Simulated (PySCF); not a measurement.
## Assigning NMR signals

Numbering as in the mapped SMILES `[CH3:1][SiH2:2][O:3][SiH2:4][N:5]([SiH3:6])[SiH3:7]`. Each H is labelled by its parent atom.

Theoretical values (PySCF 2.14): coordinates at the PBE0-D3(BJ)/def2-SVP level, GIAO PBE0/pcSseg-1 shieldings. In vacuum, equivalent nuclei averaged, single conformer, relativity neglected.

Referencing at the same level of theory: $^{1}$H (31.27 ppm) against TMS.

Problem. Assign these signals to the numbered atoms. $^{1}$H NMR (300 MHz, computed): δ 5.14 (q, 2H), 5.13 (s, 2H), 4.62 (s, 6H), 0.47 (t, 3H).

Solution. 
5.14 → H(Si2), hydrogen on a silicon bonded to C, O
5.13 → H(Si4), hydrogen on a silicon bonded to N, O
4.62 → H(Si6)/H(Si7), hydrogen on a silicon bonded to N
0.47 → H(C1), hydrogen on a methyl carbon bonded to Si: an electropositive neighbour shields it, as in TMS itself

H(Si2) and H(Si4) lie closer than the usual error of such a calculation, so a measured spectrum could show them in the other order.

Multiplicities follow the n + 1 count of equivalent neighbours, as no J values were calculated; m marks all less simple cases, F and P coupling included.
